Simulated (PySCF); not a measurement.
B(H)(Br)(vinyl) (C2H4BBr), SMILES C=CBBr.

Geometry: B3LYP-D3(BJ)/def2-SVP. The structure was generated by enumeration, and PubChem lists no compound with its InChIKey, so it may never have been made. The values are those of a single conformer.

The numbers are results of PBE/def2-TZVP run with PySCF, not measurements.

Symmetry labels are those of the subgroup Cs that the program uses (full group Cs).

**Question.** List the valence orbital energies around the gap with their symmetry. (The exact figures need the calculation; the answer reports its results.)

**Answer.** 
| orbital | symmetry | energy (eV) |
|---|---|---|
| HOMO−7 | A' | -12.26 |
| HOMO−6 | A' | -11.40 |
| HOMO−5 | A' | -10.18 |
| HOMO−4 | A' | -8.76 |
| HOMO−3 | A' | -8.37 |
| HOMO−2 | A" | -8.11 |
| HOMO−1 | A" | -7.14 |
| HOMO | A' | -6.79 |
| LUMO | A" | -3.28 |
| LUMO+1 | A" | -0.08 |
| LUMO+2 | A' | 0.56 |
| LUMO+3 | A' | 0.92 |
